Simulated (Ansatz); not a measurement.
Geometry optimisation, UKS PBE/def2-SVP in Ansatz 0.2.0.

The input (input.yaml):

```yaml
crystal:
  periodic: [false, false, false]
  atoms:
    - { symbol: W, position_ang: [0.0, 0.0, 0.0] }
    - { symbol: H, position_ang: [0.0, 0.0, 1.97] }
    - { symbol: Cl, position_ang: [2.39, 0.0, 0.0] }
    - { symbol: Cl, position_ang: [0.0, 2.39, 0.0] }
    - { symbol: O, position_ang: [-1.94, 0.0, 0.0] }
    - { symbol: H, position_ang: [-2.2771, -0.1263, 0.9437] }
    - { symbol: Cl, position_ang: [0.0, -2.39, 0.0] }
    - { symbol: H, position_ang: [0.0, 0.0, -1.72] }
    - { symbol: Cl, position_ang: [0.0, 0.0, 3.64] }
magnetization:
  spin_polarized: true
  initial_magnetization: 1
basis:
  gaussian: { orbitals: def2-SVP }
hamiltonian:
  xc: pbe
relax:
  f_tol: 0.15
  max_steps: 25
  restrain:
    - { distance: [1, 8], at: 2.57, k: 30.0 }
    - { distance: [0, 1], at: 1.72, k: 30.0 }
```

Run as:

```bash
$ ansatz run input.yaml --threads 4 --pin off --max-ram 5120MiB --backend cpu --events-out ev --progress --plain --runs-dir out
```

**Question.** Where does it end, and by what steps?

**Answer.** The forces met the threshold. The restraints hold the end off the free minimum; the threshold counts their pulls, which the force column leaves out. Restrained pairs: H2–Cl9 (1.67 → 2.56 Å), W1–H2 (1.97 → 1.74 Å). After 16 steps the energy has fallen by 0.650 eV (the restraints' own energy left out); H2 moved furthest, 1.35 Å.

```tsv
step	energy less start (eV)	largest force component (eV/Å)	accepted
0	0.0000	3.973	yes
1	1.0935	3.246	yes
2	1.3405	2.907	yes
3	0.8945	0.851	yes
4	0.5575	0.854	yes
5	0.3035	0.820	yes
6	0.1666	0.642	yes
7	0.0108	0.690	yes
8	-0.1519	0.783	yes
9	-0.2940	0.868	yes
10	-0.4158	0.807	yes
11	-0.5543	0.923	yes
12	-0.5743	0.858	yes
13	-0.6275	0.704	yes
14	-0.5781	0.835	no
15	-0.6435	0.731	yes
16	-0.6498	0.721	yes
```

```xyz
9
Properties=species:S:1:pos:R:3
W -0.055 -0.107 0.060
H 0.216 1.126 1.259
Cl 2.175 -0.185 0.639
Cl -0.009 2.230 -0.469
O -1.779 -0.096 0.633
H -1.780 -0.248 1.691
Cl 0.004 -2.373 -0.400
H -0.019 0.038 -1.631
Cl -0.581 -0.511 3.052
```

Time of the run: 2.1 min on 4 threads of Arm Neoverse V2, on a shared host, peak memory 0.44 GiB.
